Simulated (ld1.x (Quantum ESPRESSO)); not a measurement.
phosphorus (P), ultrasoft: configuration errors across variants

```json
{
 "Element": "P",
 "Generator": "ld1.x (Quantum ESPRESSO) 7.5",
 "Type": "ultrasoft",
 "Functional": "PBE",
 "Relativity": "fully relativistic",
 "Frozen core": "[Ne]",
 "Valence charge": "5",
 "Reference configuration": "3s2 3p2.75 (charge +0.25)",
 "Partial waves": "3s (bound): rcut 1.30, rcutus 1.55 bohr; 3s channel at -0.4 Ry: rcut 1.30, rcutus 1.55 bohr; 3p (bound): rcut 1.65, rcutus 1.95 bohr; 3p channel at 4.75 Ry: rcut 1.65, rcutus 1.95 bohr",
 "Local potential": "all-electron potential smoothed inside 1.15 bohr (lloc = -1)",
 "Core correction": "none",
 "Augmentation charge": "PSQ, inside the norm-conserving radii"
}
```

Open shells are filled in proportion to 2j + 1 (rel_dist='average').

All-electron excitation energies from the reference (eV): (1) 3s2 3p3 -1.627; (2) 3s2 3p2 8.102; (3) 3s2 3p1 27.249; (4) 3s0 3p5 15.573; (5) 3s2 3p3.3 -2.934; (6) 3s2 3p2.5 2.147; (7) 3s1 3p0 108.994.

4 further variants failed, have other tests or another functional or relativity, and are left out.

Errors AE − PS in meV (a dash: test not solved or not reliable):

```tsv
change	(1)	(2)	(3)	(4)	(5)	(6)	(7)	bound ghosts
base	0.0	0.0	+3.4	+114	0.0	0.0	+123	none
waves 3s (bound): rcut 1.30, rcutus 1.48 bohr; 3s channel at -0.4 Ry: rcut 1.30, rcutus 1.48 bohr	0.0	0.0	+3.8	+131	0.0	0.0	+118	none
local potential all-electron potential smoothed inside 2.22 bohr (lloc = -1)	0.0	0.0	+3.6	+112	0.0	0.0	+122	none
waves 3p (bound): rcut 1.65, rcutus 1.86 bohr; 3p channel at 4.75 Ry: rcut 1.65, rcutus 1.86 bohr	–	–	–	–	–	–	–	none
core correction a·sin(br)/r model core inside 1.92 bohr	0.0	-0.1	+2.4	+111	0.0	0.0	+98	none
local potential all-electron potential smoothed inside 1.45 bohr (lloc = -1)	0.0	0.0	+3.4	+114	0.0	0.0	+123	none
augmentation PSQ, radius 1.15 bohr	0.0	-0.5	-4.1	+4.4	-0.1	0.0	+66	none
```

**Question.** Give the same row for: wave 3p channel at 4.75 Ry: rcut 1.65, rcutus 1.95 bohr becomes 3p channel at 2.21 Ry: rcut 1.65, rcutus 1.95 bohr.

**Answer.** 0.0, +0.1, +4.7, +103, -0.1, 0.0, +123; bound ghosts: none.
